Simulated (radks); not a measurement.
Species: Eu. Configuration: [Xe] 4f7 6s2. Method: Dirac Kohn-Sham, PBEsol, spin-unpolarised, spherical densities, point nucleus; open shells are shared between the two j in proportion to 2j + 1; computed with a radial shooting solver on a logarithmic mesh with Libxc functionals.

Normalised radial functions P(r) = r R(r) (large component), r in bohr:

r	5p1/2	5p3/2	4f7/2
0.004373	0.0176	0.0090	0.0000
0.005132	0.0219	0.0120	0.0000
0.005975	0.0270	0.0157	0.0000
0.006956	0.0334	0.0205	0.0000
0.008162	0.0417	0.0269	0.0000
0.009502	0.0513	0.0347	0.0000
0.01106	0.0629	0.0443	0.0000
0.01298	0.0775	0.0568	0.0001
0.01511	0.0938	0.0712	0.0001
0.01774	0.1134	0.0892	0.0002
0.02065	0.1341	0.1088	0.0004
0.02404	0.1560	0.1304	0.0006
0.02821	0.1789	0.1542	0.0011
0.03284	0.1984	0.1762	0.0019
0.03853	0.2132	0.1957	0.0033
0.04486	0.2179	0.2071	0.0055
0.05222	0.2090	0.2072	0.0091
0.06129	0.1801	0.1899	0.0153
0.07135	0.1306	0.1526	0.0245
0.08306	0.0588	0.0927	0.0387
0.09747	-0.0371	0.0068	0.0611
0.1135	-0.1377	-0.0893	0.0923
0.1332	-0.2357	-0.1907	0.1388
0.155	-0.2994	-0.2669	0.1989
0.1805	-0.3121	-0.3007	0.2767
0.2118	-0.2523	-0.2696	0.3785
0.2465	-0.1235	-0.1684	0.4921
0.287	0.0577	-0.0076	0.6166
0.3368	0.2622	0.1909	0.7492
0.3921	0.4144	0.3569	0.8641
0.4601	0.4723	0.4491	0.9583
0.5357	0.3970	0.4184	1.0099
0.6236	0.1971	0.2637	1.0183
0.7318	-0.1057	-0.0037	0.9816
0.852	-0.4171	-0.3019	0.9103
0.9998	-0.6980	-0.5931	0.8086
1.164	-0.8693	-0.7932	0.6984
1.355	-0.9247	-0.8877	0.5846
1.59	-0.8653	-0.8695	0.4691
1.851	-0.7280	-0.7626	0.3691
2.155	-0.5534	-0.6048	0.2821
2.529	-0.3717	-0.4262	0.2066
2.944	-0.2291	-0.2762	0.1501
3.455	-0.1225	-0.1568	0.1051
4.022	-0.0598	-0.0816	0.0733
4.682	-0.0254	-0.0374	0.0497
5.495	-0.0087	-0.0140	0.0315
6.397	-0.0026	-0.0046	0.0193
7.447	-0.0006	-0.0012	0.0111
8.739	-0.0001	-0.0002	0.0057
10.17	0.0000	0.0000	0.0028
11.94	0.0000	0.0000	0.0012
13.9	0.0000	0.0000	0.0005

5p1/2: eigenvalue -26.473 eV, 3 radial nodes at r = 0.0919, 0.274, 0.694 bohr, <r> = 1.56 bohr, 90 % of the charge inside 2.30 bohr. 5p3/2: eigenvalue -22.660 eV, 3 radial nodes at r = 0.0986, 0.289, 0.730 bohr, <r> = 1.66 bohr, 90 % of the charge inside 2.45 bohr. 4f7/2: eigenvalue -2.484 eV, 0 radial nodes, <r> = 0.988 bohr, 90 % of the charge inside 1.75 bohr.
